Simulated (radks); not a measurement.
All-electron atom: Cd3+ in [Ar] 3d10 4s2 4p5 4d9 5p1 (not the ground configuration). All-electron calculation, scalar-relativistic Kohn-Sham, RPBE, spin-polarised, spherical densities, point nucleus; open shells are filled with parallel spins first (spin-orbit coupling, left out, can overturn this in heavy ions). Program: a radial shooting solver on a logarithmic mesh with Libxc functionals.

Unscreened Slater integrals over Kohn-Sham orbitals (cm^-1). They are taken over the spin-up orbitals.

integral,value
"F0(5p,5p)",77330
"F2(5p,5p)",42154
"F0(5p,4d)",95458
"F2(5p,4d)",28767
"G1(5p,4d)",10359
"G3(5p,4d)",9316.9
"F0(5p,4p)",97694
"F2(5p,4p)",23684
"G0(5p,4p)",4786.8
"G2(5p,4p)",6179.3
"F0(5p,4s)",98461
"G1(5p,4s)",6573.4
"F0(4d,4d)",172530
"F2(4d,4d)",87187
"F4(4d,4d)",57537
"F0(4d,4p)",188480
"F2(4d,4p)",94876
"G1(4d,4p)",120150
"G3(4d,4p)",74021
"F0(4d,4s)",194150
"G2(4d,4s)",89987
"F0(4p,4p)",209800
"F2(4p,4p)",110370
"F0(4p,4s)",217710
"G1(4p,4s)",148180
"F0(4s,4s)",226740

Derived for the open shells (J is the average intra-shell exchange parameter used in DFT+U). 4p: J = F2/5 = 22070 cm^-1. 4d: Racah B = F2/49 - 5 F4/441 = 1127 cm^-1, C = 35 F4/441 = 4566 cm^-1, C/B = 4.05, F4/F2 = 0.660, J = (F2 + F4)/14 = 10340 cm^-1. 5p: J = F2/5 = 8431 cm^-1.
